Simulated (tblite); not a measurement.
Species: C4H6O2Se.
SMILES with atom numbers: `[CH:1]#[C:2][CH2:3][Se:4]([CH3:5])(=[O:6])=[O:7]` (hydrogens: H8 on C1; H9, H10 on C3; H11, H12, H13 on C5)

Computed with GFN2-xTB (tblite), gas phase: nudged elastic band of 9 images (0 to 8), spring 0.2 eV/Å², climbing image at the end, force threshold 0.05 eV/Å. No saddle search or frequency run followed, so the top image need not be a first-order saddle, and its height can exceed the method's true barrier by a kcal/mol or more.

The band describes a rotation about C3–Se4 (sp3 carbon bound to selenium, selenium bonded to 2 C and 2 O), followed by the dihedral C2–C3–Se4–C5, from the optimised start (48°) to a second optimised geometry at 179°.

Task: How does the energy change from image to image?

Result: 
| image | dihedral (°) | E (kcal/mol) | C3–Se4 (Å) | C2···C5 (Å) | largest true force (eV/Å) |
| --- | --- | --- | --- | --- | --- |
| 0 | 48 | 0.00 | 1.968 | 3.28 | 0.01 |
| 1 | 64 | 0.21 | 1.966 | 3.43 | 0.03 |
| 2 | 80 | 0.81 | 1.969 | 3.62 | 0.03 |
| 3 | 97 | 1.56 | 1.975 | 3.82 | 0.03 |
| 4 | 113 | 2.14 | 1.980 | 4.00 | 0.03 |
| 5 | 130 | 2.29 | 1.982 | 4.15 | 0.03 |
| 6 | 146 | 2.01 | 1.979 | 4.25 | 0.03 |
| 7 | 163 | 1.53 | 1.974 | 4.32 | 0.04 |
| 8 | 179 | 1.10 | 1.970 | 4.32 | 0.00 |

Barriers of this band. The top is image 5 at 130°: 2.29 kcal/mol forward and 1.19 kcal/mol back; the end lies 1.10 kcal/mol above the start. The central bond is 0.014 Å longer at the top than at the start.

Task: What rate follows at 200 K for crossing this barrier forward?

Result: Taking the electronic barrier for the free energy of activation (no zero-point or entropy terms, transmission 1), rate = (kT/h)·exp(−ΔE/kT) ≈ 1 × 10^10 s⁻¹, whose inverse is 8 × 10^-11 s. An error of 1 kcal/mol in the barrier changes this by a factor of 12, and the method and the loose band can each miss by that much or more.

Task: How would the two end points share their population at 200 K, from these energies alone?

Result: exp(−ΔE/kT) with ΔE = 0.048 eV gives 0.062 for the higher one (end) against 1 for the lower, without vibrational, rotational or degeneracy terms. GFN2-xTB can put conformers this close in the wrong order.

Task: How long is the path, and how are the images spaced?

Result: Cartesian distances between aligned neighbours (all atoms, Å): 0.82, 0.82, 0.82, 0.82, 0.82, 0.82, 0.83, 0.90; the sum is 6.66 Å, and the top lies 62 % of the way along.

What follows is the cost of the whole band run. Cost: about 10 s of CPU time on one thread; the machine was shared, so the figure is rough.
